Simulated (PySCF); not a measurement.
Si(vinyl)2(SiH3)2, C4H12Si3.
Cartesian coordinates in Å at the PBE0-D3(BJ)/def2-SVP level; atoms count from 1:
```
atom  x, y, z in Å
Si1   -0.0890    0.1432   -0.1957
C2     0.0901    0.2083    1.6698
C3    -0.3165   -0.7473    2.5136
H4     0.5455    1.1135    2.0961
H5    -0.7800   -1.6765    2.1616
H6    -0.2079   -0.6495    3.5998
C7     1.5845    0.3609   -1.0162
C8     2.7463    0.3404   -0.3515
H9     1.6102    0.5101   -2.1039
H10    2.7883    0.1876    0.7329
H11    3.7077    0.4694   -0.8601
Si12  -1.5105    1.8762   -0.9031
H13   -2.8941    1.6627   -0.3747
H14   -1.5751    1.9145   -2.3988
H15   -1.0157    3.2040   -0.4195
Si16  -1.0311   -1.8943   -0.8910
H17   -0.2290   -3.0549   -0.3904
H18   -1.0496   -1.9358   -2.3867
H19   -2.4369   -2.0390   -0.3974
```

Method used: PBE0-D3(BJ)/def2-SVP geometry optimisation, gas phase (PySCF 2.14.0).

Take the most abundant isotopes and a rigid rotor. The values belong to one conformer.

Q: Give the principal moments of inertia and the rotational constants in GHz.

A: Ia = 435.40, Ib = 458.82, Ic = 525.68 u·Å²; 505379 MHz·u·Å²/I gives 1161, 1101 and 961.4 MHz, that is A = 1.1607, B = 1.1015, C = 0.9614 GHz.

Q: What kind of rotor is it?

A: An asymmetric top; Ray's κ = 0.406.

Q: What does the inertial defect say?

A: Not planar: Δ = Ic − Ia − Ib = -368.55 u·Å². For a rigid frame Δ = −2 Σ m c², so Σ m c² = 184.27 u·Å² lies off the ab plane: 35.02 from hydrogen and 149.26 from heavier atoms. The atom farthest from that plane is 3.01 Å away.

Q: Predict some low-J microwave lines.

A: The dipole components are |μa| = 0.99 D, |μb| = 0.54 D, |μc| = 0.41 D. Intensities carry the squares of the components, which stand as 1.00 : 0.29 : 0.17 (a : b : c). Some lines, for components of 0.1 D or more:

```
type  branch         J(Ka,Kc)   MHz  lower level (cm⁻¹)
   a       Q  2(1,1) ← 2(1,2)   420               0.204
   b       Q  2(1,1) ← 2(0,2)   435               0.203
   b       Q  2(2,1) ← 2(1,2)   598               0.204
   a       R  1(0,1) ← 0(0,0)  2063               0.000
   b       R  1(1,1) ← 0(0,0)  2122               0.000
   c       R  1(1,0) ← 0(0,0)  2262               0.000
   b       R  2(0,2) ← 1(1,1)  3970               0.071
   a       R  2(1,2) ← 1(1,1)  3986               0.071
   a       R  2(0,2) ← 1(0,1)  4030               0.069
   b       R  2(1,2) ← 1(0,1)  4045               0.069
   a       R  2(1,1) ← 1(1,0)  4266               0.075
   b       R  2(2,1) ← 1(1,0)  4444               0.075
   c       R  2(1,1) ← 1(0,1)  4465               0.069
   c       R  2(2,0) ← 1(1,0)  4540               0.075
   c       R  2(2,1) ← 1(1,1)  4584               0.071
   b       R  2(2,0) ← 1(1,1)  4680               0.071
```

Q: Estimate the classical rotational partition function at 25 K, 100 K and 200 K.

A: Point group C1, symmetry number σ = 1; q = (√π/σ)·√((kT/h)³/(ABC)), k/h = 20836.6 MHz/K: 19000 at 25 K, 152000 at 100 K, 430000 at 200 K.

No PBE0-D3(BJ)/def2-SVP frequencies stand behind this structure, so it isn't proved a minimum. Zero-point vibration and centrifugal distortion are left out. A rigid rotor knows nothing of internal rotation, which can split or shift real lines.

Hardware: an AMD EPYC with one thread, on a shared host. Cost: 12 min wall, 0.72 GiB resident at most. This is the geometry optimisation.
